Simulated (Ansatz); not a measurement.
`BCBCl` + `C=C=N` → `BN=C=C` + `CBCl` at 298.15 K and 1 bar (ligand exchange at a B–C bond).

Program: Ansatz. Geometries: PBE0-D4/def2-TZVP. ΔE: electronic, gas phase. CBS: MP2 limit from def2 TZ/QZ plus the TZ coupled-cluster correction, frozen cores. This one scheme is used for every species. Each species was taken in one conformer, which may not be the lowest.

```tsv
species	CCSD(T)/CBS energy (Eh)	H − E (kJ/mol)	S (J/(mol·K))
`BCBCl`	-550.44841	178.2	316.1
`C=C=N`	-132.55079	127.2	249.7
`BN=C=C`	-157.96924	162.2	277.7
`CBCl`	-525.07110	144.9	287.1
```

H − E and S are ideal-gas, rigid-rotor, harmonic terms from PBE0-D4/def2-TZVP, for one conformer and one mirror image of each species. 1 Eh = 2625.50 kJ/mol, R = 8.31446 J/(mol·K).

**Question.** By hand: ΔE, ΔH, ΔS and ΔG.

**Answer.** ΔE = (-157.96924) + (-525.07110) − (-550.44841) − (-132.55079) = -0.04114 Eh = -108.0 kJ/mol. Δ(H − E) = 162.2 + 144.9 − 178.2 − 127.2 = 1.7, so ΔH = -106.3 kJ/mol. ΔS = 277.7 + 287.1 − 316.1 − 249.7 = -1.0 J/(mol·K). ΔG = -106.3 − 298.15 × (-1.0)/1000 = -106.0 kJ/mol.

**Question.** By hand: the equilibrium constant, and the temperature at which ΔG would vanish if ΔH and ΔS stayed fixed.

**Answer.** log₁₀ K = −ΔG/(RT ln 10) = 18.6. ΔG = 0 at ΔH/ΔS = 106300 K, far beyond where these terms or the molecules hold.

The number of gas molecules stays the same, so ΔS is small and ΔH decides. A doubt of 5 kJ/mol in ΔE shifts log₁₀ K by 0.9 here. Other conformers and mirror images would add mixing entropy, several J/(mol·K) or more a flexible species. Modes under 60 cm⁻¹, often nearly free rotors, make the harmonic entropy too high. These are equilibria of isolated gas molecules and say nothing of rates. Largest T1 diagnostic: 0.017 (customary marks: 0.02 for closed shells, 0.045 for open ones).
